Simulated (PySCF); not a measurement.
Identify the unknown among the candidates.

All candidates are C5H4NPS.

* Dipole: 4.74 D [wB97X-D/def2-SVPD]
* Rotational structure: rotational constants A, B, C: 2.217, 1.428, 0.873 GHz [GFN2-xTB]
* 1H NMR: chemical shifts (computed TMS as zero) by class: 8.53 (1 H), 3.03 (3 H) ppm [GIAO PBE0/pcSseg-1]
* NMR, other nuclei: isotropic shieldings of nuclei other than C and H, by class: -60 (1 N), 56 (1 P), 156 (1 S) ppm [GIAO PBE0/pcSseg-1]
* 13C NMR: chemical shifts (computed TMS as zero) by class: 175.9 (1 C), 168.8 (1 C), 133.3 (1 C), 120.3 (1 C), 19.2 (1 C) ppm [GIAO PBE0/pcSseg-1]
* UV, strongest line: among the 8 lowest singlet transitions: S6 at 5.97 eV (208 nm, f = 0.364) [TDDFT wB97X-D/def2-SVPD]
* Triplet: lowest triplet excitation (Tamm–Dancoff): 3.13 eV [TDA wB97X-D/def2-SVPD]

Electronic properties: PySCF, gas phase, density fitting. Levels stand in brackets. Geometry: GFN2-xTB; no solvent, vibrations or thermal averaging. NMR values are class means; diastereotopic atoms form classes of their own.

Task: Which candidate is it?
A. `Cc1scpc1C#N`
B. `Cc1cpc(C#N)s1`
C. `Cc1pcsc1C#N`

Result: A. It is `Cc1scpc1C#N`. Numbering: `[CH3:1][c:2]1[s:3][cH:4][p:5][c:6]1[C:7]#[N:8]`. 5 carbons fall into 5 classes; from least to most shielded: substituted aromatic carbon [C2] (175.9 ppm), aromatic CH next to a ring sulfur [C4] (168.8 ppm), substituted aromatic carbon [C6] (133.3 ppm), nitrile carbon [C7] (120.3 ppm), benzylic-type carbon [C1] (19.2 ppm). Hydrogen classes from least to most shielded: 1 H on an aromatic CH next to a ring sulfur, C4 (8.53 ppm), 3 H on a benzylic-type carbon, C1 (3.03 ppm). The other shieldings belong to: -60 ppm, nitrile nitrogen [N8]; 56 ppm, phosphorus bonded to 2 C [P5]; 156 ppm, thiophene-type sulfur [S3]. By its constants the optimised geometry is an asymmetric top.

The others, at the same levels:
- `Cc1pcsc1C#N` fails: its computed 13C shifts are 183.2 (1 C), 176.3 (1 C), 126.9 (1 C), 117.9 (1 C), 20.4 (1 C) ppm and dipole moment is 3.28 D (against 4.74 D).
- `Cc1cpc(C#N)s1` fails: its computed 13C shifts are 169.4 (1 C), 154.8 (1 C), 151.5 (1 C), 120.1 (1 C), 21.0 (1 C) ppm, 1H shifts are 7.88 (1 H), 2.92 (3 H) ppm and rotational constant A is 2.916 GHz (against 2.217 GHz).
